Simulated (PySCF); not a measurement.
Write Cartesian coordinates for `CC(C)=C(C)CC(F)(F)F` as optimised with GFN2-xTB.

```
atom  x, y, z in Å
C1    -1.4256   -0.4715   -1.4329
C2    -1.0186   -0.0328   -0.0594
C3    -2.1088    0.6566    0.7137
C4     0.1918   -0.1925    0.4795
C5     0.5173    0.3174    1.8571
C6     1.3364   -0.8788   -0.2292
C7     2.1604    0.1182   -1.0235
F8     3.1649   -0.4830   -1.6909
F9     1.4417    0.7750   -1.9445
F10    2.7346    1.0531   -0.2519
H11   -2.3487   -1.0474   -1.3784
H12   -0.6752   -1.0687   -1.9393
H13   -1.6179    0.4086   -2.0460
H14   -1.8501    1.6991    0.8963
H15   -2.2595    0.1802    1.6809
H16   -3.0447    0.6303    0.1633
H17    1.5908    0.3412    2.0218
H18    0.1314    1.3236    2.0021
H19    0.0687   -0.3229    2.6178
H20    2.0078   -1.3478    0.4928
H21    0.9942   -1.6409   -0.9297
```

Any rigid rotation of these coordinates is as good. Atoms count from 1 in this order. The C–C distances run from 1.335 Å (C2=C4, drawn double) to 1.518 Å (C6–C7, drawn single), a spread of 0.183 Å. Of the pairs four or more bonds apart, H12···H21 is among the closest relative to their van der Waals radii: 2.03 Å, 85 % of the sum of Bondi's values.

Bonds between heavy atoms (Å): C1–C2 1.498, C2–C3 1.504, C2=C4 1.335, C4–C5 1.505, C4–C6 1.511, C6–C7 1.518, C7–F8 1.348, C7–F9 1.340, C7–F10 1.341.

The geometry is computed with GFN2-xTB (gas phase).

Point group: C1 (no symmetry element, even within 0.4 Å). No GFN2-xTB frequencies stand behind this structure, so it isn't proved a minimum. The numbers are those of one conformer (C2–C4–C6–C7 90°).
